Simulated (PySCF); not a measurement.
# Frontier levels across methods

Compound: C₆H₈N₂.
Atom-mapped SMILES: `[CH3:1][NH:2][c:3]1[cH:4][cH:5][cH:6][cH:7][n:8]1` (hydrogens: H9, H10, H11 on C1; H12 on N2; H13 on C4; H14 on C5; H15 on C6; H16 on C7)

Geometry (PBE0-D3(BJ)/def2-SVP, Å), atoms numbered from 1 in this order:
```xyz
16
C6H8N2 angstrom
C      2.7491    0.3215   -0.1027
N      1.6447   -0.3616   -0.7011
C      0.3496   -0.2431   -0.2969
C     -0.0489    0.6789    0.6966
C     -1.3937    0.7402    1.0304
C     -2.3076   -0.0990    0.3915
C     -1.8048   -0.9758   -0.5681
N     -0.5250   -1.0544   -0.9074
H      2.8929    0.0620    0.9638
H      3.6702    0.0586   -0.6391
H      2.6353    1.4180   -0.1660
H      1.8075   -1.1201   -1.3493
H      0.6783    1.3245    1.1897
H     -1.7292    1.4454    1.7955
H     -3.3718   -0.0789    0.6302
H     -2.4820   -1.6599   -1.0942
```

Basis pcSseg-1 throughout (PySCF), one geometry. Geometry: PBE0-D3(BJ)/def2-SVP, one conformer, isolated molecule.

How do the orbital energies, the gap and the dipole change with the method?

```csv
method,kind,HOMO (eV),LUMO (eV),gap (eV),μ (D),SCF cycles
B97-D,GGA,-4.87,-1.22,3.65,2.08,16
KT3,GGA,-4.94,-1.24,3.70,2.02,16
KT2,GGA,-4.95,-1.29,3.66,2.05,16
B3LYP,global hybrid,-5.73,-0.60,5.13,2.03,14
PBE0,global hybrid,-5.94,-0.42,5.52,2.05,14
mPW1PW91,global hybrid,-5.96,-0.44,5.53,2.06,14
BHandHLYP,global hybrid,-6.80,0.64,7.43,1.97,12
wB97X-D,range-separated hybrid,-7.67,1.32,8.99,2.04,14
LC-wPBE,range-separated hybrid,-8.36,1.70,10.06,2.04,15
```

The HOMO spans 3.49 eV, from B97-D down to LC-wPBE, and the gap runs from 3.65 eV (B97-D) to 10.06 eV (LC-wPBE). Over the methods B97-D (0 %), KT3 (0 %), KT2 (0 %), B3LYP (20 %), PBE0 (25 %), mPW1PW91 (25 %), BHandHLYP (50 %), a straight line through the gap against the share of exact exchange rises by 0.75 eV for each 10 % (correlation coefficient 1.000). The dipole ranges from 1.97 D (BHandHLYP) to 2.08 D (B97-D). This basis has no diffuse functions.

The vertical ΔSCF ionisation energy at CAM-B3LYP/def2-SVPD is 7.83 eV; −ε(HOMO) comes closest to it with wB97X-D (7.67 eV).
